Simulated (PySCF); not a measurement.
Vertical excitations of a molecule C5H6F2 from TDDFT-LC-ωPBE/def2-SVPD (PySCF), as energy in eV (oscillator strength): 7.28 (0.222), 7.81 (0.001), 8.07 (0.019), 8.15 (0.000), 8.66 (0.005), 8.73 (0.029), 9.28 (0.001), 9.42 (0.030), 9.66 (0.028), 9.72 (0.026). Lowest triplet (TDA): 4.10 eV. The structure is a stationary point at PBE0-D3(BJ)/def2-SVP. The values are those of a single conformer.

Task: Pick the molecule that these values belong to.
(A) C=C(F)/C(C)=C/F
(B) FC(F)[C@H]1C=CC1
(C) F[C@@H]1C=C[C@H](F)C1
(D) C=CC(F)(F)C=C

Result: B, FC(F)[C@H]1C=CC1
